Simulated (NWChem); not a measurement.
System: VNHCl₂F; SMILES [V]([F])([Cl])(=[NH])[Cl]

Output (shortened):

```
             Northwest Computational Chemistry Package (NWChem) 7.3.0
             --------------------------------------------------------

                             Geometry "geometry" -> ""
                             -------------------------

 Output coordinates in angstroms (scale by  1.889725989 to convert to a.u.)

  No.       Tag          Charge          X              Y              Z
 ---- ---------------- ---------- -------------- -------------- --------------
    1 V                   23.0000     0.31200700    -0.04473400     0.00000000
    2 N                    7.0000     0.95779800    -1.51572100     0.00000000
    3 H                    1.0000     1.37336700    -2.45723000     0.00000000
    4 F                    9.0000     1.59404100     1.10819200     0.00000000
    5 Cl                  17.0000    -0.89270200     0.12516300    -1.78688200
    6 Cl                  17.0000    -0.89270200     0.12516300     1.78688200

 Effective nuclear repulsion energy (a.u.)     468.9548041012

                              NWChem Property Module
                              ----------------------

  itol2e modified to match energy
  convergence criterion.

                                 NWChem DFT Module
                                 -----------------

 Summary of "ao basis" -> "ao basis" (spherical)
 ------------------------------------------------------------------------------
       Tag                 Description            Shells   Functions and Types
 ---------------- ------------------------------  ------  ---------------------
 V                         def2-tzvp                15       45   6s4p4d1f
 N                         def2-tzvp                11       31   5s3p2d1f
 H                         def2-tzvp                 4        6   3s1p
 F                         def2-tzvp                11       31   5s3p2d1f
 Cl                        def2-tzvp                13       37   5s5p2d1f

  itol2e modified to match energy
  convergence criterion.

            General Information
            -------------------
          SCF calculation type: DFT
          Wavefunction type:  closed shell.
          No. of atoms     :     6
          No. of electrons :    74
           Alpha electrons :    37
            Beta electrons :    37
          Charge           :     0
          Spin multiplicity:     1
          Use of symmetry is: off; symmetry adaption is: off
          Maximum number of iterations: 150
          AO basis - number of functions:   187
                     number of shells:    67
          Convergence on energy requested:  1.00D-07
          Convergence on density requested:  1.00D-05
          Convergence on gradient requested:  5.00D-04

              XC Information
              --------------
                         B3LYP Method XC Potential
                     Hartree-Fock (Exact) Exchange  0.200
                        Slater Exchange Functional  0.800 local
                    Becke 1988 Exchange Functional  0.720 non-local
              Lee-Yang-Parr Correlation Functional  0.810
                  VWN I RPA Correlation Functional  0.190 local

             Grid Information
             ----------------
          Grid used for XC integration:  fine
          Radial quadrature: Mura-Knowles
          Angular quadrature: Lebedev.
          Tag              B.-S. Rad. Rad. Pts. Rad. Cut. Ang. Pts.
          ---              ---------- --------- --------- ---------
          V                   1.35      140          10.0       974
          N                   0.65       70          10.0       590
          H                   0.35       60          11.0       590
          F                   0.50       70          11.0       590
          Cl                  1.00      123          11.0       770
          Grid pruning is: on
          Number of quadrature shells:   586
          Spatial weights used:  Erf1

      Superposition of Atomic Density Guess
      -------------------------------------

 Sum of atomic energies:       -2015.98765711

      Non-variational initial energy
      ------------------------------

 Total energy =   -2016.291319
 1-e energy   =   -3712.115508
 2-e energy   =    1226.869385
 HOMO         =      -0.381993
 LUMO         =      -0.006562

------------------------------------------------------------
EAF file 0: "./job.aoints.0" size=401604608 bytes
------------------------------------------------------------
               write      read    awrite     aread      wait
               -----      ----    ------     -----      ----
     calls:      766         0         0         0         0
   data(b): 4.02e+08  0.00e+00  0.00e+00  0.00e+00
   time(s): 0.00e+00  0.00e+00  0.00e+00  0.00e+00  0.00e+00
rate(mb/s): 0.00e+00  0.00e+00
------------------------------------------------------------

   convergence    iter        energy       DeltaE   RMS-Dens  Diis-err
 ---------------- ----- ----------------- --------- --------- ---------
 d= 0,ls=0.0,diis     1  -2018.9912192306 -2.49D+03  2.38D-02  8.62D+00
 d= 0,ls=0.5,diis     2  -1996.1094611579  2.29D+01  6.98D-03  2.78D+02
 d= 0,ls=0.5,diis     3  -2003.7148450918 -7.61D+00  3.06D-03  1.90D+02
 d= 0,ls=0.5,diis     4  -2007.0228551921 -3.31D+00  1.65D-03  1.59D+02
 d= 0,ls=0.5,diis     5  -2008.6903667725 -1.67D+00  1.59D-03  1.41D+02
 d= 0,ls=0.5,diis     6  -2010.2740511955 -1.58D+00  1.44D-03  1.24D+02
 d= 0,ls=0.5,diis     7  -2011.5517305399 -1.28D+00  1.21D-03  1.10D+02
 d= 0,ls=0.5,diis     8  -2012.4401615800 -8.88D-01  1.07D-03  1.00D+02
 d= 0,ls=0.5,diis     9  -2012.7630046909 -3.23D-01  9.21D-04  9.77D+01
 d= 0,ls=0.5,diis    10  -2013.0427267065 -2.80D-01  9.58D-04  9.53D+01
 d= 0,ls=0.5,diis    11  -2013.5316730140 -4.89D-01  1.52D-02  8.92D+01
 d= 0,ls=0.5,diis    12  -2018.4451656923 -4.91D+00  3.91D-03  1.66D+01
 d= 0,ls=0.5,diis    13  -2019.1849730457 -7.40D-01  3.46D-03  6.68D+00
 d= 0,ls=0.5,diis    14  -2019.8115428308 -6.27D-01  1.38D-03  7.40D-01
 d= 0,ls=0.5,diis    15  -2019.8940092702 -8.25D-02  6.28D-04  5.72D-02
  Resetting Diis
 d= 0,ls=0.5,diis    16  -2019.9038262558 -9.82D-03  3.74D-04  2.24D-02
 d= 0,ls=0.5,diis    17  -2019.9078547645 -4.03D-03  4.30D-04  1.08D-02
 d= 0,ls=0.5,diis    18  -2019.9076782861  1.76D-04  2.28D-04  3.97D-02
 d= 0,ls=0.5,diis    19  -2019.9098637738 -2.19D-03  1.66D-04  1.59D-02
 d= 0,ls=0.5,diis    20  -2019.9112912504 -1.43D-03  1.29D-04  3.52D-03
 d= 0,ls=0.5,diis    21  -2019.9118368710 -5.46D-04  9.46D-05  4.66D-04
 d= 0,ls=0.5,diis    22  -2019.9120417010 -2.05D-04  6.93D-05  1.61D-04
 d= 0,ls=0.5,diis    23  -2019.9121440170 -1.02D-04  5.16D-05  9.60D-05
 d= 0,ls=0.5,diis    24  -2019.9121991901 -5.52D-05  3.71D-05  5.77D-05
 d= 0,ls=0.5,diis    25  -2019.9122285190 -2.93D-05  2.70D-05  2.89D-05
 d= 0,ls=0.5,diis    26  -2019.9122436111 -1.51D-05  1.92D-05  1.56D-05
 d= 0,ls=0.5,diis    27  -2019.9122514254 -7.81D-06  1.39D-05  7.65D-06
 d= 0,ls=0.5,diis    28  -2019.9122554220 -4.00D-06  9.94D-06  3.96D-06
 d= 0,ls=0.5,diis    29  -2019.9122574596 -2.04D-06  7.08D-06  2.09D-06
 d= 0,ls=0.5,diis    30  -2019.9122585010 -1.04D-06  5.09D-06  1.11D-06
 d= 0,ls=0.5,diis    31  -2019.9122590401 -5.39D-07  3.65D-06  5.57D-07
 d= 0,ls=0.5,diis    32  -2019.9122593157 -2.76D-07  2.61D-06  2.96D-07
 d= 0,ls=0.5,diis    33  -2019.9122594562 -1.40D-07  1.90D-06  1.80D-07
 d= 0,ls=0.5,diis    34  -2019.9122595316 -7.54D-08  1.36D-06  9.00D-08

         Total DFT energy =    -2019.912259570750
      One electron energy =    -3715.122254577830
           Coulomb energy =     1345.766942958513
    Exchange-Corr. energy =     -119.511752052681
 Nuclear repulsion energy =      468.954804101248

 Numeric. integr. density =       73.999999791042

                       DFT Final Molecular Orbital Analysis
                       ------------------------------------

 Vector   35  Occ=2.000000D+00  E=-3.408182D-01
              MO Center= -7.3D-01,  1.2D-01, -3.1D-07, r^2= 4.4D+00
   Bfn.  Coefficient  Atom+Function         Bfn.  Coefficient  Atom+Function
  ----- ------------  ---------------      ----- ------------  ---------------
   128      0.310483  5 Cl px               165     -0.310483  6 Cl px
   131      0.203007  5 Cl px               168     -0.203007  6 Cl px
   130     -0.152887  5 Cl pz               167     -0.152887  6 Cl pz
   129      0.148808  5 Cl py               166     -0.148808  6 Cl py
   125      0.146566  5 Cl px               162     -0.146566  6 Cl px

 Vector   36  Occ=2.000000D+00  E=-3.303327D-01
              MO Center=  2.0D-01, -4.8D-01,  2.2D-07, r^2= 3.9D+00
   Bfn.  Coefficient  Atom+Function         Bfn.  Coefficient  Atom+Function
  ----- ------------  ---------------      ----- ------------  ---------------
    51      0.259832  2 N  px               129     -0.240230  5 Cl py
   166     -0.240230  6 Cl py                54      0.234171  2 N  px
    57      0.175511  2 N  px               132     -0.162091  5 Cl py
   169     -0.162091  6 Cl py                23      0.148289  1 V  d  2
    88     -0.128771  4 F  px                52      0.126453  2 N  py

[...]

          -----------------------
          Electric field gradient
          -----------------------

 1 a.u. = 0.324123 10**(16) esu/cm**3  ( or statvolts/cm**2 ) = 0.97174 10**(22) v/m**2

 ------------------------------------------------------------
   Atom      X         Y         Z
 ------------------------------------------------------------
    1 V    0.58961  -0.08454   0.00000
 ------------------------------------------------------------

 Electric field gradient in molecular frame (a.u.)
         XX             YY             ZZ             XY             XZ             YZ
 ------------------------------------------------------------------------------------------
       -0.123281       0.543953      -0.420672      -0.253026      -0.000000       0.000000

 Principal components (a.u.) and orientation
 of principal axis w.r.t. absolute frame                      Asymmetry parameter eta
 --------------------------------------------------------------------------------------
        0.629051      -0.420672      -0.208379                       0.337481

       -0.318777       0.000000       0.947830
        0.947830      -0.000000       0.318777
        0.000000       1.000000      -0.000000

 ------------------------------------------------------------
   Atom      X         Y         Z
 ------------------------------------------------------------
    2 N    1.80998  -2.86430   0.00000
 ------------------------------------------------------------

 Electric field gradient in molecular frame (a.u.)
         XX             YY             ZZ             XY             XZ             YZ
 ------------------------------------------------------------------------------------------
        0.094890      -0.005937      -0.088953       0.051303      -0.000000      -0.000000

 Principal components (a.u.) and orientation
 of principal axis w.r.t. absolute frame                      Asymmetry parameter eta
 --------------------------------------------------------------------------------------
        0.116404      -0.088953      -0.027451                       0.528354

        0.922196       0.000000      -0.386722
        0.386722       0.000001       0.922196
       -0.000001       1.000000      -0.000000

 ------------------------------------------------------------
   Atom      X         Y         Z
 ------------------------------------------------------------
    3 H    2.59529  -4.64349   0.00000
 ------------------------------------------------------------

 Electric field gradient in molecular frame (a.u.)
         XX             YY             ZZ             XY             XZ             YZ
 ------------------------------------------------------------------------------------------
        0.094794      -0.274095       0.179302       0.202398      -0.000000      -0.000000

 Principal components (a.u.) and orientation
 of principal axis w.r.t. absolute frame                      Asymmetry parameter eta
 --------------------------------------------------------------------------------------
       -0.363484       0.184183       0.179302                       0.013429

       -0.404002       0.914758       0.000001
        0.914758       0.404002       0.000000
        0.000000      -0.000001       1.000000

 ------------------------------------------------------------
   Atom      X         Y         Z
 ------------------------------------------------------------
    4 F    3.01230   2.09418   0.00000
 ------------------------------------------------------------

 Electric field gradient in molecular frame (a.u.)
         XX             YY             ZZ             XY             XZ             YZ
 ------------------------------------------------------------------------------------------
        0.162518      -0.160857      -0.001660      -0.657823       0.000000      -0.000000

 Principal components (a.u.) and orientation
 of principal axis w.r.t. absolute frame                      Asymmetry parameter eta
 --------------------------------------------------------------------------------------
        0.678232      -0.676572      -0.001660                       0.995105

        0.786984       0.616973      -0.000000
       -0.616973       0.786984      -0.000000
        0.000000       0.000000       1.000000

 ------------------------------------------------------------
   Atom      X         Y         Z
 ------------------------------------------------------------
    5 Cl  -1.68696   0.23652  -3.37672
 ------------------------------------------------------------

 Electric field gradient in molecular frame (a.u.)
         XX             YY             ZZ             XY             XZ             YZ
 ------------------------------------------------------------------------------------------
       -0.302108       0.876179      -0.574071       0.057826      -0.660024       0.507501

 Principal components (a.u.) and orientation
 of principal axis w.r.t. absolute frame                      Asymmetry parameter eta
 --------------------------------------------------------------------------------------
       -1.203188       1.054414       0.148774                       0.752700

        0.586698      -0.126456       0.799872
       -0.207371       0.931338       0.299344
        0.782805       0.341495      -0.520191

 ------------------------------------------------------------
   Atom      X         Y         Z
 ------------------------------------------------------------
    6 Cl  -1.68696   0.23652   3.37672
 ------------------------------------------------------------

 Electric field gradient in molecular frame (a.u.)
         XX             YY             ZZ             XY             XZ             YZ
 ------------------------------------------------------------------------------------------
       -0.302108       0.876179      -0.574071       0.057827       0.660024      -0.507501

 Principal components (a.u.) and orientation
 of principal axis w.r.t. absolute frame                      Asymmetry parameter eta
 --------------------------------------------------------------------------------------
       -1.203188       1.054413       0.148774                       0.752700

       -0.586698      -0.126454       0.799872
        0.207371       0.931338       0.299343
        0.782805      -0.341494       0.520191
```

Level: B3LYP/def2-TZVP. Coordinates come from a PBE-D3(BJ)/def2-SVP optimisation. B3LYP is NWChem's, with the RPA form of VWN correlation. NWChem prints the field gradient with the sign opposite to the second derivative of the potential.

Task: Write an input that gives this output.

Result: Several could match; the one computed here: the input that was run:
```
start job
memory heap 200 mb stack 900 mb global 1100 mb
geometry units angstroms noautosym nocenter noautoz
  V      0.312007    -0.044734     0.000000
  N      0.957798    -1.515721     0.000000
  H      1.373367    -2.457230     0.000000
  F      1.594041     1.108192     0.000000
  Cl    -0.892702     0.125163    -1.786882
  Cl    -0.892702     0.125163     1.786882
end
basis spherical
  * library def2-tzvp
end
dft
  xc b3lyp
  iterations 150
  semidirect filesize 400000000
end
property
  efieldgrad
end
task dft property
```
